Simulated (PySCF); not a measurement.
C₂H₅BCl₂O₂S.
Structure used (PBE0-D3(BJ)/def2-SVP), in Å, numbered top down from 1:
```xyz
13
C2H5BCl2O2S angstrom
C     -0.6726    0.0500   -0.1406
S      0.5229    1.3699   -0.1086
O     -0.0915    2.5292   -0.7421
O      1.0606    1.4570    1.2497
C      1.8789    0.8095   -1.1626
B      2.8606   -0.0907   -0.3254
Cl     4.4084    0.5150    0.1820
Cl     2.4249   -1.7422    0.0681
H     -0.2183   -0.8726    0.2396
H     -1.4740    0.3942    0.5272
H     -1.0521   -0.0673   -1.1631
H      2.3442    1.7545   -1.4786
H      1.4475    0.3106   -2.0430
```

Method: TDDFT CAM-B3LYP/def2-SVPD, vertical, gas phase, core orbitals frozen in the response (PySCF 2.14.0, density-fitted response routines).

Frontier orbitals with the atoms that hold most of them (Löwdin shares over 4%, at most four atoms; ? is withheld):

```json
{"orbital": "HOMO-3", "ε (eV)": "-10.92", "atoms": "Cl7 46%, Cl8 43%"}
{"orbital": "HOMO-2", "ε (eV)": "-10.88", "atoms": "O4 43%, O3 25%, Cl7 10%, S2 7%"}
{"orbital": "HOMO-1", "ε (eV)": "-10.41", "atoms": "O3 41%, O4 41%, S2 5%"}
{"orbital": "HOMO", "ε (eV)": "?", "atoms": "?"}
{"orbital": "LUMO", "ε (eV)": "-1.03", "atoms": "?"}
{"orbital": "LUMO+1", "ε (eV)": "0.39", "atoms": "B6 34%, Cl8 15%, S2 11%, Cl7 10%"}
{"orbital": "LUMO+2", "ε (eV)": "1.23", "atoms": "S2 27%, Cl7 17%, Cl8 12%, H11 11%"}
```

Task: Give the leading atoms of the LUMO.

Result: B6 (bonded to C and 2 Cl) 42%; Cl7 (bonded to B) 17%; Cl8 (bonded to B) 16%; C5 (bonded to B, S and 2 H) 11%. By element: boron 42%, chlorine 33%, carbon 11% or more.

Task: Give the leading atoms of the HOMO.

Result: O3 (bonded to S) 30%; O4 (bonded to S) 23%; C5 (bonded to B, S and 2 H) 13%; S2 (bonded to 2 C and 2 O) 12%. By element: oxygen 52%, carbon 13% or more, sulfur 12%.

Task: What is the HOMO energy, and the HOMO–LUMO gap?

Result: ε(HOMO) = -10.09 eV; the gap is 9.06 eV (0.3331 hartree).

Task: How does S1 compare with the orbital gap of 9.06 eV?

Result: S1 is at 5.82 eV (f = 0.031), 3.25 eV below the gap, made of HOMO→LUMO (59%), HOMO-3→LUMO (25%). Without the coupling terms of the response equations the lowest excitation would equal the gap.

Next come S2 at 6.02 eV (f 0.017), HOMO-3→LUMO (66%), HOMO→LUMO (13%), HOMO-6→LUMO (8%); S3 at 6.13 eV (f 0.0033), HOMO-1→LUMO (48%), HOMO-2→LUMO (22%), HOMO→LUMO (16%); S4 at 6.58 eV (f 0.015), HOMO-1→LUMO (36%), HOMO-2→LUMO (33%), HOMO-4→LUMO (13%); S5 at 6.96 eV (f 0.142), HOMO-5→LUMO (81%), HOMO-4→LUMO (12%).

Löwdin shares depend on the basis, the more so with diffuse functions.

One conformer stands for the species.
